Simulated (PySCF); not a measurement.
Ground-state electric properties of a mixed set of molecules.

All values: B3LYP/def2-SVPD (PySCF) at GFN2-xTB geometries, gas phase, one conformer each. Core orbitals are frozen in the response; Δα² is half the sum of the squared differences of the principal polarisabilities.

Question: Rank by HOMO–LUMO gap, highest first.
A. `C=C(C)C(C)=O`
B. `COC(=O)c1[nH]ccp1`
C. `COc1c[nH]nc1C`
D. `COC1=C(C)C1`
E. `CC#C[Si@@H](F)[SiH2]P`
F. `[C@@H]1(F)[SiH2]C[Si@H]1CC`

Answer: F (6.71 eV), C (6.44 eV), D (6.18 eV), E (6.04 eV), A (5.22 eV), B (4.85 eV).

Question: Rank by dipole moment, lowest first.
A. `[CH3:1][CH2:2][Si@@H:3]1[CH2:4][SiH2:5][C@H:6]1[F:7]` with C1–C2–Si3–C4 47°
B. `[CH3:1][O:2][C:3]1=[C:4]([CH3:5])[CH2:6]1` with C1–O2–C3–C4 1°
C. `[CH3:1][C:2]#[C:3][Si@@H:4]([F:5])[SiH2:6][PH2:7]` with C3–Si4–Si6–P7 63°, Si4–Si6–P7–H -72° and -164°
D. `[CH3:1][C:2](=[O:3])[CH:4]1[CH2:5][CH2:6]1` with C1–C2–C4–C5 -146°
E. `[CH3:1][O:2][C:3](=[O:4])[c:5]1[nH:6][cH:7][cH:8][p:9]1` with C1–O2–C3–O4 0°, O2–C3–C5–N6 180°

Answer: E (1.26 D), B (2.04 D), A (2.46 D), C (2.73 D), D (3.03 D).

All values together:

```json
{"SMILES": "COC(=O)c1[nH]ccp1", "formula": "C5H6NO2P", "μ (D)": "1.26", "HOMO (eV)": "-6.64", "LUMO (eV)": "-1.79", "α (Å³)": "14.83", "Δα (Å³)": "9.27", "electrons": "74", "α per electron (Å³)": "0.200"}
{"SMILES": "CC[Si@@H]1C[SiH2][C@H]1F", "formula": "C4H11FSi2", "μ (D)": "2.46", "HOMO (eV)": "-7.14", "LUMO (eV)": "-0.43", "α (Å³)": "14.77", "Δα (Å³)": "3.43", "electrons": "72", "α per electron (Å³)": "0.205"}
{"SMILES": "CC(=O)C1CC1", "formula": "C5H8O", "μ (D)": "3.03", "HOMO (eV)": "-7.03", "LUMO (eV)": "-0.69", "α (Å³)": "9.11", "Δα (Å³)": "2.58", "electrons": "46", "α per electron (Å³)": "0.198"}
{"SMILES": "CC#C[Si@@H](F)[SiH2]P", "formula": "C3H8FPSi2", "μ (D)": "2.73", "HOMO (eV)": "-7.31", "LUMO (eV)": "-1.27", "α (Å³)": "17.67", "Δα (Å³)": "6.30", "electrons": "78", "α per electron (Å³)": "0.227"}
{"SMILES": "COC1=C(C)C1", "formula": "C5H8O", "μ (D)": "2.04", "HOMO (eV)": "-5.91", "LUMO (eV)": "0.26", "α (Å³)": "9.69", "Δα (Å³)": "3.58", "electrons": "46", "α per electron (Å³)": "0.211"}
{"SMILES": "COc1c[nH]nc1C", "formula": "C5H8N2O", "μ (D)": "3.00", "HOMO (eV)": "-6.05", "LUMO (eV)": "0.39", "α (Å³)": "11.43", "Δα (Å³)": "5.22", "electrons": "60", "α per electron (Å³)": "0.191"}
{"SMILES": "C=C(C)C(C)=O", "formula": "C5H8O", "μ (D)": "3.16", "HOMO (eV)": "-7.06", "LUMO (eV)": "-1.83", "α (Å³)": "9.53", "Δα (Å³)": "4.36", "electrons": "46", "α per electron (Å³)": "0.207"}
```

Conformers: `[CH3:1][O:2][C:3](=[O:4])[c:5]1[nH:6][cH:7][cH:8][p:9]1` with C1–O2–C3–O4 0°, O2–C3–C5–N6 180°; `[CH3:1][CH2:2][Si@@H:3]1[CH2:4][SiH2:5][C@H:6]1[F:7]` with C1–C2–Si3–C4 47°; `[CH3:1][C:2](=[O:3])[CH:4]1[CH2:5][CH2:6]1` with C1–C2–C4–C5 -146°; `[CH3:1][C:2]#[C:3][Si@@H:4]([F:5])[SiH2:6][PH2:7]` with C3–Si4–Si6–P7 63°, Si4–Si6–P7–H -72° and -164°; `[CH3:1][O:2][C:3]1=[C:4]([CH3:5])[CH2:6]1` with C1–O2–C3–C4 1°; `[CH3:1][O:2][c:3]1[cH:4][nH:5][n:6][c:7]1[CH3:8]` with C1–O2–C3–C4 0°; `[CH2:1]=[C:2]([CH3:3])[C:4]([CH3:5])=[O:6]` with C1–C2–C4–C5 -179°.

Question: How closely does the mean polarisability follow the number of electrons in this set?

Answer: The correlation coefficient is 0.97; α per electron runs from 0.191 to 0.227 Å³.
